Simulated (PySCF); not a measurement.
PySCF 2.14 output of an unrestricted PBE calculation on a single atom or ion in cc-pVDZ, with the non-relativistic Hamiltonian (point nucleus):

```
SCF conv_tol = 1e-09
number electrons alpha = 13  beta = 9
    J. P. Perdew, K. Burke, and M. Ernzerhof.,  Phys. Rev. Lett. 77, 3865 (1996)
    J. P. Perdew, K. Burke, and M. Ernzerhof.,  Phys. Rev. Lett. 78, 1396 (1997)
    J. P. Perdew, K. Burke, and M. Ernzerhof.,  Phys. Rev. Lett. 77, 3865 (1996)
    J. P. Perdew, K. Burke, and M. Ernzerhof.,  Phys. Rev. Lett. 78, 1396 (1997)
cycle= 1 E= -943.428502217211  delta_E= -0.00383  |g|= 0.0673  |ddm|= 1.59
cycle= 2 E= -943.425988813593  delta_E= 0.00251  |g|= 0.0996  |ddm|= 0.238
cycle= 3 E= -943.43083350019  delta_E= -0.00484  |g|= 0.00177  |ddm|= 0.228
cycle= 4 E= -943.430828210314  delta_E= 5.29e-06  |g|= 0.00092  |ddm|= 0.0618
cycle= 5 E= -943.430825846238  delta_E= 2.36e-06  |g|= 8.6e-05  |ddm|= 0.0223
cycle= 6 E= -943.430825849996  delta_E= -3.76e-09  |g|= 1.54e-05  |ddm|= 0.000218
cycle= 7 E= -943.430825850005  delta_E= -8.53e-12  |g|= 2.11e-07  |ddm|= 0.00015
converged SCF energy = -943.430825850005  <S^2> = 6.0002227  2S+1 = 5.0000891
```

The run itself started from symmetry-adapted Hartree-Fock orbitals and held the occupation by maximum overlap, on a logarithmic radial grid, so the iterations belong to that start.

Q: Which element, charge and spin multiplicity is this?

A: V⁺ (vanadium, charge +1), multiplicity 5; the state was [Ar] 3d4, high-spin 5D determinant.
